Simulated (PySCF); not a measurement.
How methods differ on the excitation energy of Mg

Mg [Ne] 3s2 (1S) → Mg [Ne] 3s1 3p1 (3P), as a difference of total energies. All numbers are calculated (PySCF 2.14, no relativity, point nucleus, in aug-cc-pVTZ (6s5p3d2f, 50 functions)). Correlated levels: valence: [Ne] frozen. The calculations carry no spin-orbit coupling.

| method | excitation energy (eV) | error (eV) |
| --- | --- | --- |
| UHF | 1.792 | -0.922 |
| LDA | 2.756 | +0.042 |
| PBE | 2.611 | -0.103 |
| PBE0 | 2.520 | -0.194 |
| r2SCAN | 2.368 | -0.346 |
| B3LYP | 2.786 | +0.072 |
| MN15 | 3.167 | +0.453 |
| TPSS | 2.557 | -0.157 |
| wB97X-V | 2.630 | -0.084 |
| MP2 (valence) | 2.373 | -0.341 |
| SCS-MP2 (valence) | 2.545 | -0.169 |

Reference: 2.714 eV (measured; NIST levels, between the centres of gravity of the two terms).

Errors of the correlated levels include the incompleteness of this basis and the frozen core.
